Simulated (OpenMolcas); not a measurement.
**Cu7+, Ag7+, Au7+: d⁴ down the group**

```
Program             : OpenMolcas 26.06
Method              : CASSCF
Basis               : ANO-RCC-VTZP
Scalar Hamiltonian  : DKH2, point nucleus
Spin-orbit coupling : state interaction with AMFI integrals over the reference wave functions, term energies averaged over their components
```

Active space for each ion: 4 electrons in 5 orbitals (d).

Computed levels in cm-1 above ⁵D₀:

```csv
Level,Cu7+,Ag7+,Au7+
⁵D₁,386,1147,9382
⁵D₂,1113,2896,16611
⁵D₃,2122,4931,21585
³H₄,36734,26203,35057
³H₅,37580,28758,43330
³H₆,38441,30549,46797
³P₁(1),40357,29981,44729
³F₂(1),42568,31783,42010
³G₄,47598,36913,51298
weight of ⁵D in the lowest level (%),99,94,56
```

Mixed levels, with the weight of the term that names them: Ag7+ ³G₄ (61 %), Au7+ ⁵D₀ (56 %), Au7+ ³H₄ (52 %), Au7+ ³H₆ (68 %), Au7+ ³P₁(1) (70 %), Au7+ ³F₂(1) (59 %), Au7+ ³G₄ (66 %).

Measured, with the error of the calculation in %. Measured levels: Ag7+ from Atoms 5, 11 (2017), spectra Ag VII to Ag IX.

```csv
Level,Ag7+
⁵D₁,1340 (-14.4)
⁵D₂,3212 (-9.8)
⁵D₃,5292 (-6.8)
³H₄,23302 (+12.4)
³H₅,26250 (+9.6)
³H₆,28185 (+8.4)
³P₁(1),26526 (+13.0)
³F₂(1),28051 (+13.3)
³G₄,32698 (+12.9)
```

The fine-structure level ⁵D₃ changes by a factor of 10.2 from Cu7+ to Au7+.

Without spin-orbit coupling ³H lies 35731, 24645, 22102 cm-1 above ⁵D in that order; the difference to the level ³H₄, of either sign, comes from spin-orbit coupling, which also lowers the zero.

Without dynamic correlation excited terms often stand tens of per cent too high (terms of higher spin than the ground term too low), and those without a measured partner can miss by more than the paired ones. Measured partners are found by configuration, term and J. A level has none where our copy of the source lacks it or the pairing is in doubt (some pairs that miss far off the trend of their configuration count as doubtful), and it then counts in no deviation. Levels of configurations outside the active space are missing.

A number in round brackets counts repeated terms of one configuration in the order of the reference energies.
